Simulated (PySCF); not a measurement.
Computed properties of Si(F)2(Me)(NCO) (C₂H₃F₂NOSi), SMILES [Si](F)(F)(N=C=O)C

Si(F)2(Me)(NCO) (C2H3F2NOSi), SMILES N(=C=O)[Si](F)(C)F. The structure is a stationary point at B3LYP-D3(BJ)/def2-SVP. One conformer was computed; it need not be the lowest. All values are computed for the isolated molecule unless a solvent is named; none is compared with measurement here.

**Structure.** The optimised structure has Cs symmetry. All 24 harmonic modes at B3LYP-D3(BJ)/def2-SVP (PySCF) are real, so it is a minimum. With heavy atoms numbered as in [CH3:1][Si:2]([F:3])([F:4])[N:5]=[C:6]=[O:7], the shortest bond between them is C6–O7 at 1.168 Å and the longest C1–Si2 at 1.841 Å.

**Vibrations.** The strongest infrared lines (harmonic, unscaled, degenerate partners summed) lie at 2460 cm⁻¹ (1491 km/mol, C 70 %, N 19 %, O 12 %), 916 cm⁻¹ (228 km/mol, Si 46 %, F 42 %), 973 cm⁻¹ (195 km/mol, Si 50 %, F 43 %). The softest mode is at 48 cm⁻¹ and the zero-point energy is 35.9 kcal/mol.

**Electronic structure.** M06-2X/def2-TZVP (PySCF) places the frontier levels at -10.71 and 1.13 eV, a gap of 11.84 eV, and gives a dipole moment of 2.65 D and a mean polarisability of 52.1 bohr³. PBE/def2-TZVP (PySCF) at the same geometry gives -7.84 and -0.81 eV, so its gap is 4.81 eV narrower. An orbital gap is neither the optical nor the fundamental gap.

**Excitations.** TDA-M06-2X/def2-SVPD (PySCF) has S1 at 7.13 eV (174 nm, f = 0.000, dark); the most intense of the 10 singlets computed lies at 9.92 eV (f = 0.57). T1 (TDA) is at 6.68 eV, 0.45 eV under S1. TDA-PBE/def2-SVPD (PySCF) puts S1 at 7.08 eV. No vertical singlet excitation falls in the visible range (under 3.1 eV).

**NMR.** GIAO shifts at PBE0/pcSseg-1 (PySCF) (non-relativistic, atoms alike by connectivity averaged): ¹³C from -2.1 to 125.9 ppm against TMS; ¹H at 0.7 ppm against TMS; ²⁹Si at -49.7 ppm against TMS; ¹⁹F at -143.1 ppm against CFCl3.

**Solvation.** SMD-B3LYP/def2-SVP (PySCF) gives 2.0 kcal/mol in water, -0.7 kcal/mol in methanol, -1.2 kcal/mol in ethanol (1 M in both phases, gas-phase geometry).
